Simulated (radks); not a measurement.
The numbers below are computed, except where a source is named.
Task: All-electron atom: Ho in [Xe] 4f11 5d1 6s0.5 6p0.5 (fractional occupations, a model configuration). Code: a radial shooting solver on a logarithmic mesh with Libxc functionals. Model: scalar-relativistic Kohn-Sham, PBEsol, spin-polarised, spherical densities, point nucleus; open shells are filled with parallel spins first (spin-orbit coupling, left out, can overturn this in heavy ions). Some entries of the table are withheld. Estimate them.

orbital,occ.,eigenvalue (eV),<r^2> (bohr^2)
1s up,1,-55478.33,0.0005883
1s down,1,-55478.33,0.0005883
2s up,1,-9279.566,0.009172
2s down,1,-9279.512,0.009172
2p up,3,-8221.348,0.007443
2p down,3,-8221.307,0.007443
3s up,1,-2072.601,0.06044
3s down,1,-2071.365,0.06040
3p up,3,-1749.294,0.06077
3p down,3,-1748.061,0.06072
3d up,5,-1338.923,0.05077
3d down,5,-1337.969,0.05071
4s up,1,-409.9571,0.3040
4s down,1,-407.3374,0.3041
4p up,3,-303.5439,0.3445
4p down,3,-300.9597,0.3446
4d up,5,-159.8789,0.4130
4d down,5,-157.3329,0.4137
5s up,1,-50.7281,1.835
5s down,1,-49.2619,1.851
5p up,3,(1),(2)
5p down,3,(3),(4)
6s up,0.5,-4.3384,18.64
4f up,7,-3.9135,1.010
6s down,0,-3.1841,18.71
6p up,0.5,-1.6379,37.67
4f down,4,-1.6352,1.104
5d up,1,-1.5148,16.65
5d down,0,-0.4234,17.52

Result: 
(1) 5p up eigenvalue (eV): -26.1690
(2) 5p up <r^2> (bohr^2): 2.651
(3) 5p down eigenvalue (eV): -24.9348
(4) 5p down <r^2> (bohr^2): 2.673
